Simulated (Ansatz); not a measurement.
The molecule MgN-, multiplicity 3 (lowest of 2S+1 = 1, 3, 5 at CCSD(T)/def2-TZVPP on PBE0 minima; our sources give no spin for the ground state, which may be another).

The constants come from a fifth-degree fit in 1/R (seven points, main isotopes). Runs in def2 and cc sets follow the lowest solution found near the PBE0 minimum.

Codes used: Ansatz (an electronic-structure program) with Gaussian orbitals. Each number belongs to the level named beside it.

```csv
level,r_e (Å),ω_e (cm⁻¹),α_e (cm⁻¹),ω_e x_e (cm⁻¹)
PBE/def2-TZVPP,1.979,552,0.0062,5.8
BHLYP/def2-TZVPP,2.103,463,0.0057,4.6
B2PLYP/def2-TZVPP,2.119,449,0.0057,4.5
CCSD/def2-TZVPP,2.114,461,0.0054,4.2
CCSD/def2-QZVPP,2.097,463,0.0062,5.0
CCSD(T)/def2-TZVPP,2.116,457,0.0054,4.2
CCSD(T)/def2-QZVPP,2.101,457,0.0062,5.0
```

Correlated levels freeze the inner cores; with def2 sets outer-core shells near the valence are correlated too.
